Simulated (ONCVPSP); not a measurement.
Plane-wave convergence, ONCV potential for tin (Sn)

- Element: Sn
- Generator: ONCVPSP 4.0.1
- Type: optimised norm-conserving Vanderbilt (ONCV)
- Functional: LDA (Perdew-Zunger)
- Relativity: scalar-relativistic
- Frozen core: [Ar] 3d10
- Valence charge: 22
- Reference configuration: 4s2 4p6 4d10 5s1.75 5p2.25
- Partial waves: 4s+5s: rc 1.55 bohr, ncon 5, nbas 8, qcut 6.4 1/bohr, 2 projectors; 4p+5p: rc 1.35 bohr, ncon 5, nbas 8, qcut 8 1/bohr, 2 projectors; 4d: rc 1.60 bohr, ncon 4, nbas 8, qcut 10.3 1/bohr, 2 projectors, debl 1.7 Ha
- Local potential: polynomial inside 1.00 bohr (lpopt 5, dvloc0 6 Ha)
- Core correction: Teter function, fcfact 5.25, rcfact 1.8

Problem. For each optimised wave give the share of its norm inside rc, the residual kinetic energy above qcut (Ha) and the cutoffs (Ha) for errors of 10, 1, 0.1 and 0.01 mHa per electron.

Solution.

| wave | norm inside rc | residual KE | 10 mHa | 1 mHa | 0.1 mHa | 0.01 mHa |
| --- | --- | --- | --- | --- | --- | --- |
| 4s | 0.985 | 1.3e-03 | 9.2 | 23.1 | 65.8 | 76.1 |
| 5s | 0.139 | 1.5e-03 | 8.4 | 22.4 | 73.1 | 90.1 |
| 4p | 0.918 | 5.5e-04 | 18.0 | 23.2 | 94.0 | 112.7 |
| 5p | 0.033 | 1.2e-04 | 13.8 | 18.7 | 33.6 | 99.2 |
| 4d | 0.869 | 2.2e-07 | 30.1 | 37.1 | 42.4 | 46.7 |
| d projector 2 | 0.104 | 2.5e-07 | 27.1 | 35.0 | 41.5 | 46.5 |

The occupied waves need 37 Ha and 94 Ha for 1 and 0.1 mHa.
